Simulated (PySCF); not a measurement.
**K₃O⁺: breathing scan**

These are results of PySCF, PBE0, basis O def2-TZVP, K def2-TZVP (no relativity, density fitting), not measurements.

Rigid scan from the singlet minimum (K–K 4.070 Å (×3), O–K 2.350 Å (×3); K–K–K 60.0° (×3), K–K–O 30.0° (×6), K–O–K 120.0° (×3)). Coordinate: all bonds to the central atom scaled together. Energies in kJ/mol from the minimum.

| scale of all bonds to the centre | E (kJ/mol) |
| --- | --- |
| 0.88 | 109.9 |
| 0.92 | 42.6 |
| 0.96 | 9.3 |
| 1.00 | 0.0 |
| 1.04 | 7.2 |
| 1.08 | 25.7 |
| 1.14 | 66.3 |
| 1.22 | 132.6 |
| 1.35 | 246.7 |

At long bonds a restricted determinant can lie too high, and another spin state can fall below this curve.

The scan took about 50 core-seconds on a shared host.
